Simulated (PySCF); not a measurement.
# Cd(2+): excitation energy

Cd(2+) [Kr] 4d10 (1S) → Cd(2+) [Kr] 4d9 5s1 (3D), as a difference of total energies. Computed with PySCF 2.14 in ANO-RCC-VTZP (7s6p4d2f1g, 68 functions), with scalar relativity by spin-free X2C-1e. Correlated levels: valence: [Kr] frozen; valence and next inner shell: [Ar] 3d10 frozen. The calculations carry no spin-orbit coupling.

```
                                method  excitation energy (eV)
                                   UHF                   9.791
                                   LDA                   9.818
                                   PBE                   9.777
                                  PBE0                   9.985
                                r2SCAN                   9.988
                                PBEsol                   9.832
                                   M06                  10.471
                                 TPSSh                   9.987
                         MP2 (valence)                  10.385
                     SCS-MP2 (valence)                  10.406
    MP2 (valence and next inner shell)                  10.199
SCS-MP2 (valence and next inner shell)                  10.200
```

Problem. How much does correlation contribute at MP2 (valence and next inner shell)?

Solution. 10.199 − (9.791) = 0.408 eV, measured against UHF.

A first-order spin-orbit estimate (lowest level to lowest level, LS coupling) adds -0.292 eV.

The basis was made for the ground configuration and has no added diffuse functions, so the excitation energy can come out too high.
